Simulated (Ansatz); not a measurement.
Basis-set extrapolation for `N=C(O)[SiH](N)O` (PBE0-D4/def2-TZVP geometry, frozen core, Ansatz). Multiplicity 1, RHF reference.

|  | def2-TZVPP | def2-QZVPP |
| --- | --- | --- |
| HF | -589.150721 | -589.174295 |
| MP2 correlation | -1.169933 | -1.259129 |
| CCSD(T) correlation | -1.245518 | not run |

Energies in hartree. Use E(X) = E(∞) + A·exp(−7.88·√X) for Hartree–Fock and E(X) = E(∞) + B·X^(−2.97) for correlation, with X = 3 and 4, and add CCSD(T) minus MP2 of the smaller set to the MP2 limit.

What is the CCSD(T) energy at the basis-set limit?

HF limit: -589.174295 + (-0.023574) × 0.13774 = -589.17754. MP2 limit: -1.259129 + (-0.089196) × 0.74074 = -1.32520. Higher-order term: -1.245518 − (-1.169933) = -0.07559. Total: -590.57833 hartree, 4.95 eV below CCSD(T)/def2-TZVPP.
